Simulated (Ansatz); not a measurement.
`[NH2+]1[AlH2-][NH2+][AlH2-]1`, relaxed with RKS PBE0-D4/def2-TZVP in Ansatz 0.2.0 from a GFN2-xTB geometry. The force threshold is 0.005 eV/Å; the program also tests the step.

Charge 0, multiplicity 1.

Start:

```xyz
12

N    -0.129   -0.236   -1.345
Al    0.802    1.124   -0.271
N     0.055    0.279    1.342
Al   -0.581   -1.251    0.280
H     0.335   -0.689   -2.133
H    -0.985    0.173   -1.732
H     0.081    2.481   -0.484
H     2.335    0.955   -0.341
H     0.634    0.136    2.169
H    -0.752    0.822    1.665
H     0.332   -2.484    0.453
H    -2.126   -1.309    0.398
```

Q: By how much does the energy fall, and how many steps does the optimiser take? (Estimate.)

A: Ansatz gave: 3.23 kcal/mol, in 9 steps, 1 of them rejected.

Q: Which bonds change most? (An estimate is asked.)

A: Ansatz gave: Al4–H11 from 1.544 to 1.592 Å; Al2–H8 from 1.544 to 1.592 Å; Al2–H7 from 1.551 to 1.592 Å; Al4–H12 from 1.551 to 1.592 Å.

Q: Give the relaxed structure. (An estimate is asked.)

A: Computed: 
```xyz
12

N    -0.090   -0.256   -1.331
Al    0.694    1.194   -0.277
N     0.093    0.254    1.331
Al   -0.696   -1.193    0.277
H     0.576   -0.774   -1.892
H    -0.836    0.034   -1.954
H    -0.150    2.529   -0.474
H     2.282    1.144   -0.377
H     0.841   -0.038    1.950
H    -0.570    0.772    1.896
H     0.141   -2.532    0.476
H    -2.284   -1.135    0.375
```
